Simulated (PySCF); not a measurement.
## L and K shells in BCl2(NH2)

Compound: BCl2(NH2).
Z-matrix (Å and degrees, PBE0-D3(BJ)/def2-SVP geometry), rows numbered from 1:
```
B 
Cl  1  1.7663
Cl  1  1.7664  2  119.42
N   1  1.3870  2  120.29  3  -179.89
H   4  1.0112  1  122.39  2   179.94
H   4  1.0111  1  122.33  2    -0.02
```

Theory: delta-SCF UKS SCAN, pcX-2 on the ionised atom, pcseg-1 elsewhere, spin-free X2C (PySCF 2.14.0). Each binding energy is the total energy of the core-ionised species, with the hole localised on one atom, minus that of the ground state; both are solved self-consistently, so orbital relaxation is included. 2p3/2 and 2p1/2 are the ΔSCF energy of one spin-free 2p hole plus the eigenvalues of a spin–orbit and ligand-field matrix of the shell. The splitting includes the ligand field, and 2p3/2 is the mean of two sublevels.

When a 2p electron fills a 1s hole, the emitted photon carries the energy difference of the two hole states (Kα1 from 2p3/2, Kα2 from 2p1/2), here at the ground state's geometry.

```csv
atom,Kα1 (eV),Kα2 (eV),2p3/2 binding energy (eV)
Cl2/Cl3,2622.59,2620.94,206.37
```

Problem. What are the 1s and 2p1/2 binding energies?

Solution. 1s = Kα1 + 2p3/2, and 2p1/2 = 1s − Kα2:

```tsv
atom	environment	1s (eV)	2p1/2 (eV)
Cl2/Cl3	chlorine bonded to B	2828.96	208.02
```

Problem. And the 1s levels of the other atoms?

Solution. B1 (boron bonded to 2 Cl and N) 198.49 eV; N4 (nitrogen bonded to B and 2 H) 406.09 eV.

The first atom of each set that the bonding makes equivalent was ionised and stands for the set. Geometry: PBE0-D3(BJ)/def2-SVP; no solvent, vibrations or thermal averaging.
